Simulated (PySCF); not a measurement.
**Two-dimensional NMR puzzle**

Compound of formula C7H8O. Correlations simulated from computed shifts and the bond graph:

HSQC (one-bond C–H):
| δH | δC |
| --- | --- |
| 3.29 | 53.9 |
| 2.70 | 53.9 |
| 2.46 | 25.5 |
| 2.41 | 28.1 |
| 1.40 | 75.7 |

COSY cross peaks (H two or three bonds apart, from the bond graph; peaks can be absent where the dihedral angle is near 90°):
| δH | δH |
| --- | --- |
| 3.29 | 2.70 |
| 3.29 | 2.46 |
| 2.70 | 2.46 |
| 2.46 | 2.41 |

HMBC (two and three bonds, from the bond graph):
| δH | δC |
| --- | --- |
| 3.29 | 211.9, 53.9, 28.1, 25.5 |
| 2.70 | 211.9, 53.9, 28.1, 25.5 |
| 2.46 | 211.9, 87.9, 53.9, 28.1 |
| 2.41 | 87.9, 75.7, 53.9, 25.5 |
| 1.40 | 87.9, 28.1 |

Carbons without hydrogens: δ 211.9, 87.9.

PySCF 2.14.0 with density-fitted response routines calculation with geometry from GFN2-xTB and PBE0/pcSseg-1 with gauge-including orbitals; one conformer, rapidly exchanging positions averaged, non-relativistic Hamiltonian, in vacuum.

References, each an isolated molecule treated in the same way: ¹H (σref 31.72) and ¹³C (σref 186.93) against TMS.

Exchangeable hydrogens are left out of these lists.

Assemble the structure.

## Answers

`C#CCC1CC(=O)C1`.

Numbering as in the mapped SMILES `[CH:1]#[C:2][CH2:3][CH:4]1[CH2:5][C:6](=[O:7])[CH2:8]1`. Hydrogens are named by the atom that carries them. Ha(C5), Ha(C8) are cis to C3 on the ring; Hb(C5), Hb(C8) are trans to C3 on the ring.

δC 211.9 is C6, a ketone carbonyl carbon. δC 87.9 is C2, an alkyne carbon. δC 75.7 is C1, a terminal alkyne carbon (δH 1.40). δC 53.9 is C5/C8, an sp3 CH2 α to a carbonyl (δH 2.70, 3.29). δC 28.1 is C3, a propargylic sp3 CH2 (δH 2.41). δC 25.5 is C4, an sp3 CH in a ring (δH 2.46). HMBC from δH 3.29 reaches the proton-free carbon C6. HMBC from δH 2.70 reaches the proton-free carbon C6. HMBC from δH 2.46 reaches the proton-free carbons C6, C2. HMBC from δH 2.41 reaches the proton-free carbon C2. COSY links 3.29–2.70, 3.29–2.46, 2.70–2.46, 2.46–2.41.

The shifts were computed for this structure.

Shifts are as computed. Against solution values, carbons near 30 ppm lie about +3 ppm off and those near 130 ppm about +5 ppm. Of 1211 compounds with measured shifts, 218 miss one by over three times the rms of a fit or turn the order of signals round; such compounds aren't used in these exercises.
